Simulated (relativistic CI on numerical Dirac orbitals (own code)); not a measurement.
## Pd⁵⁺: 4p photoemission

Computed with this model: Dirac-Coulomb-Breit CI, KLI orbitals optimised for each configuration, model QED (radiative potential, 1s self-energy scaled to tabulated hydrogen-like ionisation energies), valence Slater integrals scaled by 0.8, multiplet model of photoemission in the sudden approximation; configurations [Kr] 4d5 → [Ar] 3d10 4s2 4p5 4d5; 300 K; Lorentzian 1.2 eV and Gaussian 0.6 eV FWHM. Energies are those of the free ion, without screening or charge transfer. The energies are binding energies and can lie tens of eV above those of solids. S is read from ⟨S²⟩ = S(S + 1).

Field parameters in Wybourne normalisation: D3d B²₀ = −7Dσ, B⁴₀ = −14Dq − 21Dτ, B⁴₃ = −14√(10/7) Dq; D4h B²₀ = −7Ds, B⁴₀ = 21(Dq − Dt), B⁴₄ = 21√(5/14) Dq. The field is a parameter set, without covalency.

Computed curve for D4h, 10Dq = 42850, Ds = 1500, Dt = -420 cm⁻¹, scaled to 100 at the maximum (points under 2 are left out and the grid is thinned):

(Energy (eV), Intensity): (128.4, 2.1), (129.2, 2.8), (129.8, 3.6), (130.6, 5.3), (131.2, 7.7), (132.0, 14.8), (132.6, 29.8), (133.4, 82.6), (134.0, 97.8), (134.8, 59.4), (135.4, 51.8), (136.2, 47.9), (136.8, 36.8), (137.6, 27.6), (138.2, 28.9), (139.0, 32.7), (139.6, 30.2), (140.4, 25.9), (141.0, 24.0), (141.8, 21.4), (142.4, 19.4), (143.2, 13.7), (143.8, 11.2), (144.6, 8.7), (145.2, 8.0), (146.0, 7.2), (146.6, 6.8), (147.4, 6.8), (148.0, 6.8), (148.8, 6.6), (149.4, 7.0), (150.2, 8.2), (150.8, 8.6), (151.6, 8.1), (152.2, 7.1), (153.0, 5.8), (153.6, 4.8), (154.4, 4.0), (155.0, 2.9), (155.8, 2.0)

The ground state has S = 0.52, and the centroid lies at 138.20 eV.
